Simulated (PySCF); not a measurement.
# The second ionisation energy along the third row

Calculated with PySCF 2.14 from differences of total energies of unrestricted determinants, without spin-orbit coupling. Values in eV. The last column holds reference values (NIST; (s) semi-empirical, (t) theoretical, else measured). Unmarked ones compare directly (S terms, centres of terms, or small fine structure); those marked * lie between the lowest fine-structure levels and include a spin-orbit shift.

| element | configurations | SCS-MP2 (valence) | MP2 (all electrons) | SCS-MP2 (all electrons) | MP2 (valence and next inner shell) | CCSD (valence and next inner shell) | CCSD(T) (valence and next inner shell) | reference |
| --- | --- | --- | --- | --- | --- | --- | --- | --- |
| Mg (aug-cc-pCVTZ-DK with one added diffuse shell each of s, p, d, f type, spin-free X2C) | [Ne] 3s1 → [Ne] | n/a | 14.949 | 14.904 | 14.951 | 14.955 | 14.962 | 15.035 |
| Al (aug-cc-pCVTZ-DK with one added diffuse shell each of s, p, d, f type, spin-free X2C) | [Ne] 3s2 → [Ne] 3s1 | 18.468 | 18.502 | 18.612 | 18.505 | 18.717 | 18.754 | 18.829 |
| Si (aug-cc-pCVTZ-DK with one added diffuse shell each of s, p, d, f type, spin-free X2C) | [Ne] 3s2 3p1 → [Ne] 3s2 | 16.074 | 16.093 | 16.081 | 16.090 | 16.211 | 16.236 | 16.322 |
| S (aug-cc-pCVTZ-DK with one added diffuse shell each of s, p, d, f type, spin-free X2C) | [Ne] 3s2 3p3 → [Ne] 3s2 3p2 | 23.144 | 23.363 | 23.171 | 23.360 | 23.283 | 23.319 | 23.338 * |
| Cl (aug-cc-pCVTZ-DK with one added diffuse shell each of s, p, d, f type, spin-free X2C) | [Ne] 3s2 3p4 → [Ne] 3s2 3p3 | 23.454 | 23.393 | 23.470 | 23.391 | 23.503 | 23.536 | 23.771 |
| Ar (aug-cc-pCVTZ-DK with one added diffuse shell each of s, p, d, f type, spin-free X2C) | [Ne] 3s2 3p5 → [Ne] 3s2 3p4 | 27.362 | 27.398 | 27.388 | 27.396 | n/a | n/a | 27.630 * |

Q: Fill in the row of P (aug-cc-pCVTZ-DK with one added diffuse shell each of s, p, d, f type, spin-free X2C) ([Ne] 3s2 3p2 → [Ne] 3s2 3p1).

A: SCS-MP2 (valence) 19.515; MP2 (all electrons) 19.629; SCS-MP2 (all electrons) 19.535; MP2 (valence and next inner shell) 19.627; CCSD (valence and next inner shell) 19.660; CCSD(T) (valence and next inner shell) 19.692; reference 19.769 (s) * (eV).

"Valence" correlates the outer s and p shells and, in groups 3 to 12 and the f block, the outer d or f shell, open or full, or the next shell where the ion has no valence electron left; the wider scheme adds the next inner shell.
